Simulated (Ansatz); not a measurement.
Mulliken charges of CH4AlNS (`C=[N][AlH][SH]`) from r2SCAN/def2-TZVPP in Ansatz (PBE0-D4/def2-TZVP geometry).

| atom | x (Å) | y (Å) | z (Å) | charge (e) |
| --- | --- | --- | --- | --- |
| C1 | -0.474 | 1.945 | 0.094 | 0.068 |
| N2 | -0.140 | 0.766 | -0.111 | -0.354 |
| Al3 | 0.336 | -0.884 | -0.405 | 0.483 |
| S4 | 0.152 | -2.276 | 1.269 | -0.293 |
| H5 | 0.235 | 2.707 | 0.454 | 0.067 |
| H6 | -1.501 | 2.307 | -0.070 | 0.067 |
| H7 | 0.868 | -1.320 | -1.820 | -0.149 |
| H8 | 0.615 | -3.302 | 0.534 | 0.110 |

By hand: the dipole of these point charges (1 e Å = 4.8032 D).

Σ q r = (-0.011, 0.270, -0.166) e Å, of length 0.317 e Å = 1.52 D.

How does the dipole of the full density compare? (Estimate.)

Computed: (-0.026, 0.284, -0.129) e Å, 1.50 D; the point charges give 1.01 times that, at 8° from its direction.

Point charges leave out the atoms' own dipoles, such as those of lone pairs, and Mulliken's split depends on the basis, so the close match here is no proof of good charges.
